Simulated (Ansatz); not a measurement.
Molecular dynamics of Ba$_{16}$B

input.yaml

```yaml
accuracy: low
crystal:
  lattice:
    - [10.04, 0.0, 0.0]
    - [0.0, 10.04, 0.0]
    - [0.0, 0.0, 10.04]
  atoms:
    - { symbol: Ba, position: [-0.03144621, -0.02429447, 0.01509145] }
    - { symbol: Ba, position: [0.49720723, 0.00539241, 0.01135815] }
    - { symbol: Ba, position: [-0.02957668, 0.50895234, 0.01708084] }
    - { symbol: Ba, position: [0.00928093, 0.01095609, 0.46063048] }
    - { symbol: Ba, position: [0.24260895, 0.25008306, 0.22569628] }
    - { symbol: Ba, position: [0.50631563, 0.46804397, -0.0080257] }
    - { symbol: Ba, position: [0.48990756, 0.01471352, 0.48255535] }
    - { symbol: Ba, position: [0.71985877, 0.25059087, 0.23854387] }
    - { symbol: Ba, position: [-0.0301115, 0.48778225, 0.50595494] }
    - { symbol: Ba, position: [0.25287168, 0.75292554, 0.26769322] }
    - { symbol: Ba, position: [0.25837539, 0.22695244, 0.76781263] }
    - { symbol: Ba, position: [0.51626164, 0.52681432, 0.48453748] }
    - { symbol: Ba, position: [0.75937476, 0.72887243, 0.25350532] }
    - { symbol: Ba, position: [0.75307134, 0.24464264, 0.7375364] }
    - { symbol: Ba, position: [0.24696074, 0.72601793, 0.75253489] }
    - { symbol: Ba, position: [0.75101314, 0.78559643, 0.76407522] }
    - { symbol: B, position: [0.22721965, -0.06813973, 0.5619617] }
basis:
  ecutwfc: 420.0
kpoints:
  mp_grid: { grid: [1, 1, 1] }
hamiltonian:
  xc: pbe
  dispersion: d3bj
scf:
  occupations: { method: fermi_dirac, width: 0.15 }
  lower_state_search: "off"
md:
  timestep: 1
  n_steps: 300
  ensemble: nvt_nose_hoover
  temperature: 1260.0
  initial_velocities: maxwell_boltzmann
  seed: 634921
  nose_hoover: { tau: 100.0, chain_length: 3 }
```

Command:

```bash
$ ansatz run input.yaml --threads 2 --pin off --max-ram 5120MiB --backend cpu --events-out ev --progress --plain --runs-dir out
```

It goes on from the last frame of an earlier run, with new velocities.

Output, in part (step lines):

```
md step     0: t =     0.00 fs  T =  1260.0 K  F+E_penalty+E_count = -95352.52660391 eV  E_kin = 2.605882 eV  conserved = -95349.92072233 eV  (9 SCF iters)
md step     1: t =     1.00 fs  T =  1257.4 K  F+E_penalty+E_count = -95352.52118407 eV  E_kin = 2.600467 eV  conserved = -95349.92071721 eV  (6 SCF iters)
md step     2: t =     2.00 fs  T =  1255.0 K  F+E_penalty+E_count = -95352.51627532 eV  E_kin = 2.595563 eV  conserved = -95349.92071381 eV  (6 SCF iters)
md step     3: t =     3.00 fs  T =  1252.9 K  F+E_penalty+E_count = -95352.51193143 eV  E_kin = 2.591224 eV  conserved = -95349.92071215 eV  (6 SCF iters)
md step     4: t =     4.00 fs  T =  1251.1 K  F+E_penalty+E_count = -95352.50817877 eV  E_kin = 2.587477 eV  conserved = -95349.92071224 eV  (6 SCF iters)
md step     5: t =     5.00 fs  T =  1249.6 K  F+E_penalty+E_count = -95352.50501568 eV  E_kin = 2.584322 eV  conserved = -95349.92071406 eV  (2 SCF iters)
md step     6: t =     6.00 fs  T =  1248.3 K  F+E_penalty+E_count = -95352.50241239 eV  E_kin = 2.581730 eV  conserved = -95349.92071739 eV  (2 SCF iters)
md step     7: t =     7.00 fs  T =  1247.3 K  F+E_penalty+E_count = -95352.50031226 eV  E_kin = 2.579643 eV  conserved = -95349.92072232 eV  (3 SCF iters)
[... lines left out ...]
md step   300: t =   300.00 fs  T =   999.1 K  F+E_penalty+E_count = -95350.19735869 eV  E_kin = 2.066360 eV  conserved = -95349.92063667 eV  (6 SCF iters)
```

The steps, from the saved trajectory:

```tsv
time (fs)	T (K)	potential energy less start (eV)	conserved less start (meV/atom)
0	1260	0.000	0.00
10	1245	0.030	0.00
20	1230	0.062	-0.01
30	1171	0.188	0.00
40	1088	0.363	0.00
50	1025	0.506	0.00
60	973	0.632	0.00
70	922	0.766	0.00
80	884	0.885	0.00
90	860	0.987	0.00
100	839	1.100	0.00
110	819	1.225	0.00
120	816	1.333	0.00
130	842	1.401	0.00
140	895	1.427	0.00
150	969	1.422	0.00
160	1056	1.392	0.00
170	1147	1.343	0.00
180	1232	1.289	0.00
190	1298	1.255	0.00
200	1321	1.286	0.00
210	1274	1.444	0.00
220	1180	1.683	0.01
230	1180	1.724	0.01
240	1287	1.542	-0.01
250	1346	1.460	-0.01
260	1304	1.580	0.00
270	1217	1.787	0.00
280	1111	2.034	0.00
290	1015	2.263	0.01
300	999	2.329	0.00
```

The run went to its last step. The conserved energy stayed within 0.012 meV per atom of its start (net change 0.005 meV per atom), so the integration is sound. A run of 0.3 ps of so small a system gives no equilibrium averages. Limits of this set-up: coarse k mesh, odd electron count without spin, a small cell, in which the defect meets its images, low accuracy level.

Mean squared displacements from the first frame to the last, about the centre of mass: Ba 0.57 Å², B 6.25 Å².

Last frame:

```xyz
17
Lattice="10.0400 0.0000 0.0000 0.0000 10.0400 0.0000 0.0000 0.0000 10.0400" Properties=species:S:1:pos:R:3
Ba 0.123 0.293 0.110
Ba 5.510 -0.200 -0.570
Ba 0.250 4.746 -0.069
Ba -0.250 0.013 5.568
Ba 2.660 2.377 2.590
Ba 5.218 5.608 0.100
Ba 4.564 -0.299 5.159
Ba 7.429 2.722 2.803
Ba 0.383 5.048 4.940
Ba 2.402 7.375 2.329
Ba 2.395 2.455 7.431
Ba 4.594 4.777 5.133
Ba 7.823 7.804 2.926
Ba 6.946 2.201 7.779
Ba 2.102 7.930 6.920
Ba 7.329 7.090 6.996
B 0.703 -1.466 3.867
```

Run time: 9.5 min on 2 threads of Intel(R) Xeon(R) Platinum 8488C (Sapphire Rapids), on a shared host, peak memory 0.91 GiB.
